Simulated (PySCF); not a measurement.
SiHBr3, SMILES Br[SiH](Br)Br.

Coordinates come from a ωB97X-D3(BJ)/def2-SVP optimisation.

Two levels are set side by side: TDDFT-PBE/def2-SVPD (PySCF) and TDDFT-B3LYP/def2-SVPD (PySCF). Vertical, same geometry. The lowest singlet is HOMO→LUMO 99 % with PBE and HOMO→LUMO 99 % with the other functional; states are paired by order. Differences are taken from unrounded values.

| quantity | TDDFT-B3LYP |
|---|---|
| lowest singlet excitation (eV) | 5.82 |
| lowest triplet excitation (TDA) (eV) | 5.49 |

**Question.** What does TDDFT-PBE give, and how far is it from TDDFT-B3LYP? (The exact figures need the calculation; the answer reports its results.)

**Answer.** 
```csv
quantity,TDDFT-PBE,TDDFT-PBE minus TDDFT-B3LYP
lowest singlet excitation (eV),5.37,-0.45
lowest triplet excitation (TDA) (eV),5.10,-0.39
```

Functionals without exact exchange tend to place singlet excitations lower, as here. Differences between two approximate levels are no errors against the true value.

Rough cost on one machine, each run with all the roots and properties that it gave: TDDFT-B3LYP against TDDFT-PBE about 5 times.
